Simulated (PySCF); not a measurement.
## Ag (silver, neutral) across methods

[Kr] 4d10 5p1, 2P determinant (an excited configuration). Calculation: PySCF 2.14, in ANO-RCC-VTZP; scalar relativity by spin-free X2C-1e.

```csv
method,E (hartree),mean ε 4d α (eV),mean ε 4d β (eV),mean ε 5p α (eV),Σ⟨r²⟩ (bohr²),⟨S²⟩
wB97X,-5315.27,-12.893,-12.854,-3.134,52.23,0.754
PBE0,-5314.77,-10.399,-10.324,-1.822,52.28,0.756
PBE,-5314.70,-8.578,-8.487,-1.326,52.47,0.755
UHF,-5312.51270,-14.930,-14.926,-2.839,52.31,0.762
LDA,-5309.58,-8.910,-8.818,-1.412,52.48,0.753
BLYP,-5315.29,-8.465,-8.400,-1.171,52.61,0.754
MN15,-5318.79,-11.570,-11.497,-2.223,52.49,0.758
```

(1) Estimate the same row for r2SCAN.

## Answers

(1) E (hartree) = -5315.09; mean ε 4d α (eV) = -8.762; mean ε 4d β (eV) = -8.693; mean ε 5p α (eV) = -1.442; Σ⟨r²⟩ (bohr²) = 52.22; ⟨S²⟩ = 0.761.
